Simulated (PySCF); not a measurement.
C₁₀H₈Se, SMILES c1ccccc1-c1[se]ccc1.

Geometry optimised at PBE0-D3(BJ)/def2-SVP. The values are those of a single conformer.

Method: TDA-B3LYP/def2-SVP in PySCF.

Vertical excitations. Gas-phase values at a fixed geometry.

Computed excitation energies, oscillator strengths and character:
```csv
state,energy (eV),λ (nm),f,main pairs
S1,4.53,274,0.500,HOMO→LUMO 87 %
S2,4.70,264,0.008,"HOMO→LUMO+1 66 %, HOMO−2→LUMO 27 %"
S3,4.97,250,0.086,HOMO−1→LUMO 79 %
S4,5.22,238,0.017,"HOMO→LUMO+2 51 %, HOMO→LUMO+3 25 %, HOMO−2→LUMO 14 %"
S5,5.46,227,0.003,HOMO−1→LUMO+1 77 %
S6,5.51,225,0.016,"HOMO−2→LUMO 31 %, HOMO→LUMO+2 19 %, HOMO−3→LUMO 16 %, HOMO→LUMO+1 15 %"
T1,2.98,416,0,HOMO→LUMO 92 %
T2,3.93,316,0,HOMO−1→LUMO 93 %
```
Triplets are in the Tamm–Dancoff approximation.
